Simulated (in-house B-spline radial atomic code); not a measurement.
The numbers below are computed, except where a source is named.
# C6 from the polarisability at imaginary frequency: C2+

CAM-B3LYP linear response of the closed shell [He] 2s2, from a B-spline radial code for spherical atoms; scalar-relativistic (spin-free one-electron X2C), finite nucleus, no spin-orbit coupling.

The dispersion coefficient of two like species is C6 = (3/π) ∫ α(iu)² du from 0 to ∞.

```json
{"u (hartree)": "0", "α(iu) (bohr³)": "4.313"}
{"u (hartree)": "0.156", "α(iu) (bohr³)": "3.852"}
{"u (hartree)": "0.364", "α(iu) (bohr³)": "2.648"}
{"u (hartree)": "0.624", "α(iu) (bohr³)": "1.584"}
{"u (hartree)": "1.04", "α(iu) (bohr³)": "0.8225"}
{"u (hartree)": "1.56", "α(iu) (bohr³)": "0.4584"}
{"u (hartree)": "2.34", "α(iu) (bohr³)": "0.2467"}
{"u (hartree)": "3.64", "α(iu) (bohr³)": "0.1222"}
{"u (hartree)": "5.2", "α(iu) (bohr³)": "0.06869"}
{"u (hartree)": "7.79", "α(iu) (bohr³)": "0.03583"}
{"u (hartree)": "13", "α(iu) (bohr³)": "0.01569"}
{"u (hartree)": "26", "α(iu) (bohr³)": "0.004857"}
```

**Question.** Fit one oscillator, α(iu) = α(0)/(1 + u²/ω²), through u = 0.624 and estimate C6.

**Answer.** From α(0)/α(iu) − 1 = 4.313/1.584 − 1 = 1.7229, ω = u/√1.7229 = 0.4754 hartree (12.9 eV). London's formula gives C6 = (3/4) α(0)² ω = 0.75 × 4.313² × 0.4754 = 6.633 hartree·bohr⁶, and the oscillator holds f = α(0) ω² = 0.97 electrons, of a sum of oscillator strengths of 4.0.

**Question.** How does that compare with the full integral?

**Answer.** The program's quadrature over all excitations gives C6 = 6.649, so the single oscillator is off by -0.2 %. At the last point the fit gives α = 0.00144 against 0.00486: higher excitations, and deeper shells where there are any, keep the true curve higher at large u.
